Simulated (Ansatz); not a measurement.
Molecule: sum formula H$_{2}$GeOCl, charge -1, multiplicity 1. It need not be the lowest isomer of its formula. Whether it binds its extra electron was not tested at this geometry. 
Coordinates optimised at B3LYP-D3(BJ)/def2-TZVP (Ansatz, an electronic-structure program):
```
Ge
O 1 1.8764
H 2 0.9621 1 108.71
H 1 1.6418 2 95.73 3 -38.33
Cl 1 2.4284 4 90.20 3 -83.71
```
Charge -1, spin multiplicity 1.

### Question
Give the harmonic wavenumbers at B3LYP-D3(BJ)/def2-TZVP (Ansatz, finite differences of forces, unscaled).

### Answer
144, 246, 321, 554, 645, 698, 897, 1661, 3819 cm⁻¹. Zero-point energy 12.8 kcal/mol.

### Question
From these and the geometry, give the ideal-gas thermochemistry at 298.15 K and 1 atm (rigid rotor, harmonic oscillator).

### Answer
Point group C1, rotational symmetry number 1. Rotational constants 10.41, 3.034, 2.42 GHz. S(trans) 40.41, S(rot) 25.85, S(vib) 7.18, S(elec, spin only) 0.00, S 73.4 cal/(mol K). H(298) - H(0) 3.65 kcal/mol; G - E(el) -5.4 kcal/mol.
